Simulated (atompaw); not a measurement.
u(r) = r·R(r): atom against pseudo-atom (Mo (Z = 42))

Columns: radius, all-electron u(r) and pseudo u(r) of the 5s shell (level -25.88 eV) of molybdenum in the configuration [Kr] 4d3 5s0 5p0; PBEsol, non-relativistic, PAW (atompaw) scheme, atompaw 4.2.0.5.

```json
{"r (bohr)": "0.096", "all-electron": "-0.1532", "pseudo": "0.0248"}
{"r (bohr)": "0.192", "all-electron": "0.0218", "pseudo": "0.0497"}
{"r (bohr)": "0.288", "all-electron": "0.2241", "pseudo": "0.0749"}
{"r (bohr)": "0.385", "all-electron": "0.2079", "pseudo": "0.1007"}
{"r (bohr)": "0.481", "all-electron": "0.0562", "pseudo": "0.1267"}
{"r (bohr)": "0.577", "all-electron": "-0.1239", "pseudo": "0.1534"}
{"r (bohr)": "0.673", "all-electron": "-0.2696", "pseudo": "0.1807"}
{"r (bohr)": "0.769", "all-electron": "-0.3569", "pseudo": "0.2088"}
{"r (bohr)": "0.865", "all-electron": "-0.3839", "pseudo": "0.2377"}
{"r (bohr)": "0.962", "all-electron": "-0.3587", "pseudo": "0.2678"}
{"r (bohr)": "1.058", "all-electron": "-0.2944", "pseudo": "0.2986"}
{"r (bohr)": "1.154", "all-electron": "-0.2039", "pseudo": "0.3303"}
{"r (bohr)": "1.250", "all-electron": "-0.0983", "pseudo": "0.3629"}
{"r (bohr)": "1.346", "all-electron": "0.0136", "pseudo": "0.3963"}
{"r (bohr)": "1.442", "all-electron": "0.1249", "pseudo": "0.4304"}
{"r (bohr)": "1.538", "all-electron": "0.2309", "pseudo": "0.4650"}
{"r (bohr)": "1.635", "all-electron": "0.3293", "pseudo": "0.5001"}
{"r (bohr)": "1.731", "all-electron": "0.4160", "pseudo": "0.5347"}
{"r (bohr)": "1.827", "all-electron": "0.4912", "pseudo": "0.5685"}
{"r (bohr)": "1.923", "all-electron": "0.5545", "pseudo": "0.6009"}
{"r (bohr)": "2.019", "all-electron": "0.6060", "pseudo": "0.6310"}
{"r (bohr)": "2.115", "all-electron": "0.6464", "pseudo": "0.6579"}
{"r (bohr)": "2.212", "all-electron": "0.6767", "pseudo": "0.6808"}
{"r (bohr)": "2.308", "all-electron": "0.6971", "pseudo": "0.6980"}
{"r (bohr)": "2.404", "all-electron": "0.7090", "pseudo": "0.7091"}
{"r (bohr)": "2.500", "all-electron": "0.7134", "pseudo": "0.7134"}
```

(1) How many radial nodes do the two functions have?

(2) Is the pseudo-wave norm-conserving?

## Answers

(1) The all-electron 5s function has n − l − 1 = 4 (the table is too coarse to show those close to the nucleus); the pseudo-wave has 0, since the states of the same l below it are removed with the core.

(2) No, it belongs to a PAW set: the norm inside the radius is not constrained, and the difference is carried by the augmentation charge.
